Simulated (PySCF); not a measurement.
AlCl3, SMILES [Cl][Al+]([Cl])[Cl] (connectivity only; charge and spin as stated), charge +1, multiplicity 2. Atoms are numbered in the order given.

```xyz
4

Al     0.0000     0.0000    -0.3213
Cl     0.0000     1.4021     1.2929
Cl     0.0000     0.0000    -2.3402
Cl     0.0000    -1.4021     1.2929
```
Charge +1, spin multiplicity 2.

Geometry optimised at PBE0-D3(BJ)/def2-SVP.

Two levels are set side by side: PBE/pcH-1 (PySCF) and B3LYP/pcH-1 (PySCF). Contact hyperfine couplings, same geometry. Differences are taken from unrounded values.

```
quantity                        B3LYP    PBE  PBE minus B3LYP
------------------------------  -----  -----  ---------------
A(iso) of 27Al, atom Al1 (MHz)  -34.9  -35.4             -0.4
A(iso) of 35Cl, atom Cl2 (MHz)   21.9   11.4            -10.6
A(iso) of 35Cl, atom Cl3 (MHz)    0.1    0.0             -0.1
A(iso) of 35Cl, atom Cl4 (MHz)   21.9   11.4            -10.6
```

Rough cost on one machine, each run with all the roots and properties that it gave: B3LYP against PBE within a factor of 2.
